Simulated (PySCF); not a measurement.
Method: PBE0-D4/def2-TZVP run with PySCF 2.14.0. All species are isolated molecules in the gas phase. One relaxed conformer stands for a flexible species; it need not be the lowest. Excitations are Tamm–Dancoff values on a coarser integration grid. The basis has no diffuse functions, so Rydberg states are missing or too high.

Reference species (SMILES): `F[SiH2]Cl` (neutral, multiplicity 1).

```json
{
  "HOMO–LUMO gap": "9.33 eV",
  "T1 excitation (TDA)": "7.34 eV"
}
```

Changed species: `C([SiH2]Cl)(C)C` (C–C–Si–Cl torsion 177°) (X = isopropyl; the reference has X = fluoro).

Predict the effect on the HOMO–LUMO gap and T1 excitation (TDA).

the HOMO–LUMO gap falls by 0.75 eV, to 8.58 eV; the T1 excitation (TDA) decreases by 0.51 eV, to 6.83 eV.
